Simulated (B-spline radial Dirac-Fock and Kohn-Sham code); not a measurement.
# M3 emission of Br⁴⁺

System: Br⁴⁺, [Ar] 3d10 4s2 4p1.

Input file task.json (cfg lists n, l and occupation; rrms is the nuclear radius in fm):

```json
{"items": [{
  "Z": 35,
  "q": 4,
  "cfg": [[1, 0, 2], [2, 0, 2], [2, 1, 6], [3, 0, 2], [3, 1, 6], [3, 2, 10], [4, 0, 2], [4, 1, 1]],
  "A": 79,
  "rrms": 4.1629,
  "do": ["binding", "quiet", "decay"],
  "holes": ["K", "L1", "L2", "L3", "M1", "M2", "M3", "M4", "M5", "N1"]
}]}
```

Run with: `python xray_run.py task.json out`

These are calculated numbers from a radial B-spline solver; the model is a relativistic independent-particle model: LDA orbitals of the hole state, radiative multipoles to third order, Auger rates from the Coulomb interaction with a continuum orbital, Dirac-Fock energies.

```
 line  multipole  energy (eV)  rate (s⁻¹)  share (%)
M3-M4         E1        116.4    3.28e+10       8.04
M3-M5         E1        117.5    3.05e+11       74.7
M3-N1         E1        179.2    7.05e+10       17.3
```

The listed lines hold 100.0 % of the radiative rate. The radiative width is 0.000269 eV in the length form and 0.000220 eV in the velocity form; the two differ because the transition energies are not eigenvalue differences of the potential that gave the orbitals.
